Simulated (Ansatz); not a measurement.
Consider the hydrogenolysis of the Si–C bond: `C[Si@H](O)[Si@H](O)F` + H₂ → `O[SiH2][SiH](O)F` + CH₄.

Computed with Ansatz on PBE0-D4/def2-TZVP structures; ΔE is electronic, products minus reactants. CCSD(T)/CBS adds triple-zeta CCSD(T) − MP2 to the extrapolated MP2 energy (def2 sets, frozen cores). This one scheme is used for every species. Functionals use def2-TZVPP. B3LYP here is the variant with VWN-RPA as its local correlation; programs differ in this. HSE06 is defined as in plane-wave codes. One conformer a species, not always the lowest.

| level | ΔE (kcal/mol) | difference from CCSD(T)/CBS |
| --- | --- | --- |
| BLYP-D4 | -4.4 | 0.3 |
| r2SCAN-D4 | -4.1 | 0.6 |
| B97M-V | -5.7 | -1.0 |
| PBE0-D4 | -4.5 | 0.2 |
| B3LYP-D4 | -5.1 | -0.4 |
| r2SCANh-D4 | -4.3 | 0.4 |
| r2SCAN0-D4 | -4.6 | 0.1 |
| HSE06-D4 | -4.6 | 0.1 |
| CAM-B3LYP-D4 | -5.7 | -1.0 |
| ωB97X-V | -5.1 | -0.4 |
| ωB97M-V | -4.5 | 0.2 |
| B2PLYP | -6.2 | -1.5 |
| PBE-QIDH | -5.2 | -0.5 |
| PBE | -5.3 | -0.6 |
| revPBE | -5.9 | -1.2 |
| BLYP | -7.2 | -2.5 |
| r2SCAN | -4.5 | 0.2 |
| PBE0 | -5.8 | -1.1 |
| B3LYP | -7.3 | -2.6 |
| r2SCANh | -4.8 | -0.1 |
| r2SCAN0 | -5.1 | -0.4 |
| HSE06 | -5.8 | -1.1 |
| BHLYP | -7.9 | -3.2 |
| CAM-B3LYP | -7.0 | -2.3 |
| LC-ωPBE | -5.6 | -0.9 |
| RPA@PBE/def2-TZVPP | -5.7 | -1.0 |
| HF/def2-SVP | -11.5 | -6.8 |
| MP2/def2-SVP | -6.6 | -1.9 |
| CCSD/def2-SVP | -8.5 | -3.8 |
| CCSD(T)/def2-SVP | -7.9 | -3.2 |
| HF/def2-TZVPP | -10.2 | -5.5 |
| MP2/def2-TZVPP | -4.0 | 0.7 |
| SCS-MP2/def2-TZVPP | -5.5 | -0.8 |
| CCSD/def2-TZVPP | -6.1 | -1.4 |
| CCSD(T)/def2-TZVPP | -5.2 | -0.5 |
| MP2/def2-QZVPP | -3.7 | 1.0 |
| SCS-MP2/def2-QZVPP | -5.2 | -0.5 |
| HF/CBS(def2) | -10.2 | -5.5 |
| MP2/CBS(def2) | -3.5 | 1.2 |
| CCSD/CBS(def2) | -5.6 | -0.9 |
| CCSD(T)/CBS | -4.7 | 0 |

Largest T1 diagnostic among the species: 0.012.

The D4 term adds +2.2 kcal/mol with B3LYP and +1.3 kcal/mol with PBE0; it sums over pairs of atoms, weighted by their polarisabilities, and B3LYP, whose exchange is more repulsive, gets the larger term. Leaving LDA and LC-ωPBE aside and taking each functional with its dispersion term where it has one, the values, not all of them listed here, spread over 3.3 kcal/mol, from B2PLYP to revPBE-D4. LDA lies +1.4 kcal/mol from PBE without D4. In def2-TZVPP, CCSD(T) changes the Hartree–Fock value by +5.0 kcal/mol (the triples alone add +0.9 kcal/mol) and MP2 by +6.2 kcal/mol.
